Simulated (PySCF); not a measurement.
C₂H₇ClSi₂.

```xyz
12

Cl     2.2930     0.0015    -0.5250
Si     0.4848    -0.1109     0.4891
C     -0.7543    -1.4292    -0.1011
C     -2.0488    -0.6442     0.2396
Si    -1.4085     1.1501    -0.0133
H      0.8003    -0.2329     1.9444
H     -0.6907    -2.4377     0.3363
H     -0.6447    -1.5327    -1.1941
H     -2.9288    -0.9465    -0.3497
H     -2.3116    -0.7730     1.3035
H     -1.4723     1.5565    -1.4509
H     -1.9834     2.2318     0.8424
```
Charge 0, spin multiplicity 1.

Geometry: PBE0-D3(BJ)/def2-SVP. The structure was generated by enumeration; whether it is a known compound was not checked.

All values below come from PySCF with KT2/pcSseg-1. Non-relativistic, no solvent.

Computed absolute GIAO shielding of each atom: isotropic value and principal components (ppm):
| atom | σ(iso) | σ11 | σ22 | σ33 | span |
|---|---|---|---|---|---|
| Cl1 | 912.9 | 783.1 | 957.7 | 997.8 | 214.7 |
| Si2 | 348.9 | 299.0 | 351.5 | 396.3 | 97.3 |
| C3 | 157.4 | 127.2 | 165.1 | 179.9 | 52.8 |
| C4 | 178.2 | 164.8 | 175.9 | 193.8 | 29.0 |
| Si5 | 396.8 | 323.7 | 400.4 | 466.4 | 142.7 |
| H6 | 25.5 | 21.6 | 24.8 | 30.1 | 8.6 |
| H7 | 29.1 | 24.1 | 26.9 | 36.3 | 12.2 |
| H8 | 29.4 | 26.5 | 28.3 | 33.5 | 7.0 |
| H9 | 29.7 | 25.0 | 26.5 | 37.5 | 12.5 |
| H10 | 30.2 | 26.6 | 27.6 | 36.4 | 9.8 |
| H11 | 26.7 | 24.6 | 24.8 | 30.8 | 6.2 |
| H12 | 26.5 | 22.9 | 24.1 | 32.5 | 9.6 |
